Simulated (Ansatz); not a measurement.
Reaction (cleavage of the B–Si bond): `OB[Si](F)([SiH3])Cl` + `C=C(N)S` → `C=C(N)SBO` + `F[SiH]([SiH3])Cl`

Gas-phase electronic energies from Ansatz, PBE0-D4/def2-TZVP geometries. CCSD(T)/CBS adds triple-zeta CCSD(T) − MP2 to the extrapolated MP2 energy (def2 sets, frozen cores). DFT in def2-TZVPP. One conformer a species, not always the lowest.

```json
{"level": "PBE", "ΔE (kcal/mol)": "-26.2"}
{"level": "HF/def2-TZVPP", "ΔE (kcal/mol)": "-25.5"}
{"level": "MP2/def2-TZVPP", "ΔE (kcal/mol)": "-29.8"}
{"level": "HF/def2-QZVPP", "ΔE (kcal/mol)": "-25.4"}
```

(1) What does CCSD(T)/CBS give? (An estimate is asked.)

Largest T1 diagnostic among the species: 0.013.

Results:

(1) Computed: -27.7 kcal/mol. The listed levels differ from it by 1.5, 2.2, -2.1, 2.3 kcal/mol.

In def2-TZVPP, CCSD(T) changes the Hartree–Fock value by −2.4 kcal/mol (the triples alone add −0.8 kcal/mol) and MP2 by −4.3 kcal/mol.
